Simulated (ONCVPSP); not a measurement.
## Pd: one change to an ONCV potential, before and after

palladium, optimised norm-conserving Vanderbilt (ONCV), made with ONCVPSP 4.0.1 (PBE, scalar-relativistic). Core [Ar] 3d10, reference 4s2 4p6 4d8 (charge +2). Waves: 4s: rc 1.50 bohr, ncon 4, nbas 9, qcut 7.1 1/bohr, 2 projectors, debl 1.4 Ha; 4p: rc 1.65 bohr, ncon 4, nbas 8, qcut 9.8 1/bohr, 2 projectors, debl 2.2 Ha; 4d: rc 1.70 bohr, ncon 4, nbas 9, qcut 8.2 1/bohr, 1 projector. Local part: polynomial inside 1.25 bohr (lpopt 5, dvloc0 0 Ha). Core correction: Teter function, fcfact 3.75, rcfact 1.

In the s channel the program set the typed energies aside and used -4.060, 0.250 Ha. In the p channel the program set the typed energies aside and used -2.796, 0.250 Ha.

Change: core correction Teter function, fcfact 6.7, rcfact 1.

Cutoffs: the cutoffs (Ha) at which the residual kinetic energy of the hardest occupied pseudo-wave falls to 1 and 0.1 mHa per electron; they do not see the model core or the augmentation charge, which bear on the density cutoff. Errors are all-electron minus pseudo energies relative to the spin-unpolarised reference configuration.

Problem. Predict the effect on cutoff, ghosts and configuration errors.

Solution. The potential gets neither clearly harder nor softer (26 Ha and 30 Ha → 26 Ha and 30 Ha); the errors of the 4 common tests hardly move; neither file shows a bound ghost. A model core, the more so a compact one, raises the density cutoff, which this test does not measure.

```csv
quantity,base,changed
"cutoff, loose",26 Ha,26 Ha
"cutoff, tight",30 Ha,30 Ha
bound ghosts,none,none
GHOST(+) flags under 300 eV,none,none
"error for 4s2 4p6 4d10, meV [ΔE -29.93 eV]",-0.6,-0.6
"error for 4s2 4p6 4d9, meV [ΔE -20.82 eV]",+1.4,+1.5
"error for 4s2 4p6 4d7, meV [ΔE 34.36 eV]",+0.3,+0.4
"error for 4s2 4p6 4d9 5p1, meV [ΔE -24.69 eV]",+2.0,+2.0
s: phases at 1.52 bohr within 0.05 rad from the reference energy up to (Ha; the scan ends near 5),to the end of the scan,to the end of the scan
p: phases at 1.68 bohr within 0.05 rad from the reference energy up to (Ha; the scan ends near 5),to the end of the scan,to the end of the scan
d: phases at 1.73 bohr within 0.05 rad from the reference energy up to (Ha; the scan ends near 5),2.0,2.0
"rms error of d²Exc/dni dnj with the model core, mHa",1.27,0.93
```
